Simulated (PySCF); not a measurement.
All numbers come from PySCF, PBE0, basis Mn def2-SVP, O def2-SVP, F def2-SVP (no relativity, density fitting). Open shells, if any, are unrestricted.

Problem. What shape and geometry does isolated singlet MnO3F take (every ligand bound to Mn)?

Solution. Formally Mn is in oxidation state +7, d0. The polar-tensor charge on Mn, 1.73, is far below the formal one. The lowest minimum found is a singlet of C3v symmetry with Mn–F 1.691 Å, Mn–O 1.533 Å (×3); F–Mn–O 108.4° (×3), O–Mn–O 110.5° (×3). Its harmonic wavenumbers are 309 (e), 399 (a1), 442 (e), 758 (a1), 1080 (a1), 1126 (e) cm⁻¹ and its dipole moment is 0.34 D.

Stability towards spin polarisation was not tested. Other isomers or separated fragments may lie lower.
